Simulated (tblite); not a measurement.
Q: Write Cartesian coordinates for `C#C[C@H]1C(=C)[SiH2]C1=O` as optimised with GFN2-xTB.

A: 
```xyz
14
C6H6OSi angstrom
C      2.6642    0.8857   -0.1015
C      1.6960    0.4140    0.4223
C      0.5065   -0.1793    0.9774
C     -0.7976    0.3863    0.4207
C     -1.1725    1.6530    0.4327
Si    -1.4572   -1.2642   -0.2456
C      0.2859   -1.6390    0.5231
O      1.0207   -2.5764    0.6522
H      3.5223    1.3067   -0.5327
H      0.5512   -0.1290    2.0712
H     -0.5596    2.4302    0.8654
H     -2.1093    1.9699    0.0047
H     -1.5641   -1.3983   -1.6937
H     -2.5873   -1.8600    0.4617
```

Any rigid rotation of these coordinates is as good. Atoms count from 1 in this order. The 4-membered ring C3–C4–Si6–C7 has internal angles of 73.6° to 96.9° (sum 360°, against 360° for a flat polygon); it is almost planar, 0.01 Å rms from its mean plane, widest ring torsion 2°. The 2 C–Si bonds span 1.898 Å (C4–Si6, drawn single) to 1.942 Å (Si6–C7, drawn single), a spread of 0.044 Å. Si6 (SiH2 silicon) has angles from 73.6° to 117.0°. The C–C distances run from 1.198 Å (C1≡C2, drawn triple) to 1.545 Å (C3–C7, drawn single), a spread of 0.347 Å.

Bonds between heavy atoms (Å): C1≡C2 1.198, C2–C3 1.441, C3–C4 1.527, C4=C5 1.321, C4–Si6 1.898, Si6–C7 1.942, C7=O8 1.198, C3–C7 1.545.

Structure optimised with GFN2-xTB, isolated species.

Point group: C1 (no symmetry element, even within 0.4 Å). Its GFN2-xTB frequencies are all real (lowest 26 cm⁻¹).

Hardware: one thread of an Arm Neoverse V1, shared host. Cost: 0.61 s of wall time. That covers the optimisation of the geometry.

These are computed values.
